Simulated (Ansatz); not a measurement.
Cost and result for the atomization energy of FGaGeH$_{4}$O, SMILES `[F][GaH][O][GeH3]` (8 atoms, 7 bonds).

Total charge 0; spin multiplicity 1. Correlated methods include outer-core shells of Ga, Ge, which these sets cover unevenly. Scalar relativity is left out up to krypton. All single points use the PBE0-D4/def2-TZVP geometry. It is one conformer, not always the lowest. Program: Ansatz. All runs use 4 threads of an AMD EPYC 9R45 on a shared host. Times are those of one run each, without the atoms' runs, and a repeat can differ threefold. Electronic energies, without spin–orbit coupling; frozen cores. CCSD(T)/CBS adds CCSD(T) − MP2 in def2-TZVPP to the MP2 limit, and its time is that of the two runs behind it. T1 = 0.014. With those shells the extrapolation isn't a true limit. B3LYP takes the VWN-RPA correlation (the form of Gaussian; ORCA's B3LYP/G).

CCSD(T)/CBS is a level of theory with its own doubt, some kJ/mol a heavy atom from the limit and from the frozen cores, so smaller differences don't rank the functionals.

```
                             level  functions  wall time
            LDA (SPW92)/def2-TZVPP        214     0.45 s
                PBE0-D4/def2-TZVPP        214     0.95 s
               BHLYP-D4/def2-TZVPP        214        1 s
r2SCAN-D4/def2-TZVPP (with forces)        214      1.4 s
 B3LYP-D4/def2-TZVPP (with forces)        214      1.5 s
             r2SCANh-D4/def2-TZVPP        214      1.5 s
                 B2PLYP/def2-TZVPP        214      1.6 s
                 B97M-V/def2-TZVPP        214      1.9 s
                  CCSD(T)/def2-SVP        112      2.9 s
  ωB97M-V/def2-TZVPP (with forces)        214      3.2 s
                    MP2/def2-QZVPP        412      6.5 s
                CCSD(T)/def2-TZVPP        214       39 s
                 CCSD(T)/CBS(def2)          –       45 s
```

(1) What atomization energy does each give, and how far from CCSD(T)/CBS? (Best estimate.)

Results:

(1) Computed: 
| level | atomization (kJ/mol) | difference from CCSD(T)/CBS | per bond |
| --- | --- | --- | --- |
| LDA (SPW92)/def2-TZVPP | 2749.4 | 329.7 | 47.1 |
| PBE0-D4/def2-TZVPP | 2341.0 | -78.7 | -11.2 |
| BHLYP-D4/def2-TZVPP | 2292.8 | -126.9 | -18.1 |
| r2SCAN-D4/def2-TZVPP (with forces) | 2405.4 | -14.3 | -2.0 |
| B3LYP-D4/def2-TZVPP (with forces) | 2360.0 | -59.7 | -8.5 |
| r2SCANh-D4/def2-TZVPP | 2381.0 | -38.7 | -5.5 |
| B2PLYP/def2-TZVPP | 2365.8 | -53.9 | -7.7 |
| B97M-V/def2-TZVPP | 2418.7 | -1.0 | -0.1 |
| CCSD(T)/def2-SVP | 2258.9 | -160.8 | -23.0 |
| ωB97M-V/def2-TZVPP (with forces) | 2377.1 | -42.6 | -6.1 |
| MP2/def2-QZVPP | 2449.9 | 30.2 | 4.3 |
| CCSD(T)/def2-TZVPP | 2374.7 | -45.0 | -6.4 |
| CCSD(T)/CBS(def2) | 2419.7 | 0.0 | 0.0 |

The D4 term adds +25.5 kJ/mol with B3LYP and +13.3 kJ/mol with PBE0; it sums over pairs of atoms, weighted by their polarisabilities, and B3LYP, whose exchange is more repulsive, gets the larger term. Leaving LDA and LC-ωPBE aside and taking each functional with its dispersion term where it has one, the values spread over 125.9 kJ/mol, from BHLYP-D4 to B97M-V. LDA lies +375.8 kJ/mol from PBE without D4, its usual overbinding. In def2-TZVPP, CCSD(T) changes the Hartree–Fock value by +681.1 kJ/mol (the triples alone add +38.2 kJ/mol) and MP2 by +728.5 kJ/mol; breaking electron pairs costs correlation energy, which Hartree–Fock lacks.

For some Ge, Se and Sn compounds the MP2-based and the directly extrapolated limit differ by 10 to 25 kJ/mol.
